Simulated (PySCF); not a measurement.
Fractional electron number in Ca⁺ (calcium, charge +1)

The 4s alpha orbital of [Ar] 4s1 is emptied in steps (occupation f), with all orbitals relaxed, ending at [Ar]. Calculation: PySCF 2.14, in aug-pcseg-2; no relativity, point nucleus. The exact energy is a straight line in f; departures are measured from the line between the end points of the same method.

```json
{"f": "1", "UHF (eV)": "0.000", "LDA (eV)": "0.000", "PBE (eV)": "0.000", "PBE0 (eV)": "0.000", "BHandHLYP (eV)": "0.000", "CAM-B3LYP (eV)": "0.000", "BLYP (eV)": "0.000"}
{"f": "0.9", "UHF (eV)": "0.002", "LDA (eV)": "-0.238", "PBE (eV)": "-0.242", "PBE0 (eV)": "-0.176", "BHandHLYP (eV)": "-0.129", "CAM-B3LYP (eV)": "-0.100", "BLYP (eV)": "-0.254"}
{"f": "0.7", "UHF (eV)": "0.005", "LDA (eV)": "-0.548", "PBE (eV)": "-0.566", "PBE0 (eV)": "-0.411", "BHandHLYP (eV)": "-0.302", "CAM-B3LYP (eV)": "-0.233", "BLYP (eV)": "-0.592"}
{"f": "0.5", "UHF (eV)": "0.005", "LDA (eV)": "-0.642", "PBE (eV)": "-0.677", "PBE0 (eV)": "-0.491", "BHandHLYP (eV)": "-0.361", "CAM-B3LYP (eV)": "-0.278", "BLYP (eV)": "-0.705"}
{"f": "0.3", "UHF (eV)": "0.004", "LDA (eV)": "-0.524", "PBE (eV)": "-0.571", "PBE0 (eV)": "-0.413", "BHandHLYP (eV)": "-0.305", "CAM-B3LYP (eV)": "-0.235", "BLYP (eV)": "-0.592"}
{"f": "0.1", "UHF (eV)": "0.002", "LDA (eV)": "-0.212", "PBE (eV)": "-0.242", "PBE0 (eV)": "-0.174", "BHandHLYP (eV)": "-0.133", "CAM-B3LYP (eV)": "-0.102", "BLYP (eV)": "-0.253"}
{"f": "0", "UHF (eV)": "0.000", "LDA (eV)": "0.000", "PBE (eV)": "0.000", "PBE0 (eV)": "0.000", "BHandHLYP (eV)": "0.000", "CAM-B3LYP (eV)": "0.000", "BLYP (eV)": "0.000"}
```

| method | E(f=0) − E(f=1) (eV) | −ε at f=1 (eV) | −ε at f=0.5 (eV) |
| --- | --- | --- | --- |
| UHF | 11.318 | 11.340 | 11.318 |
| LDA | 12.114 | 9.464 | 12.182 |
| PBE | 11.988 | 9.306 | 11.969 |
| PBE0 | 11.876 | 9.917 | 11.870 |
| BHandHLYP | 11.888 | 10.454 | 11.880 |
| CAM-B3LYP | 12.035 | 10.926 | 12.031 |
| BLYP | 12.057 | 9.239 | 12.060 |

Orbital energy along the path (eV):

| f | UHF | LDA | PBE | PBE0 | BHandHLYP | CAM-B3LYP | BLYP |
| --- | --- | --- | --- | --- | --- | --- | --- |
| 1 | -11.340 | -9.464 | -9.306 | -9.917 | -10.454 | -10.926 | -9.239 |
| 0.9 | -11.336 | -10.012 | -9.836 | -10.310 | -10.739 | -11.148 | -9.800 |
| 0.7 | -11.327 | -11.106 | -10.899 | -11.091 | -11.309 | -11.590 | -10.928 |
| 0.5 | -11.318 | -12.182 | -11.969 | -11.870 | -11.880 | -12.031 | -12.060 |
| 0.3 | -11.310 | -13.209 | -13.066 | -12.662 | -12.455 | -12.473 | -13.188 |
| 0.1 | -11.302 | -14.095 | -14.202 | -13.478 | -13.054 | -12.931 | -14.310 |
| 0 | -11.298 | -14.283 | -14.425 | -13.602 | -13.364 | -13.178 | -14.841 |

Reference removal energy between the ground levels: 11.872 eV (measured; NIST Atomic Spectra Database, ionization energies). UHF lacks correlation.
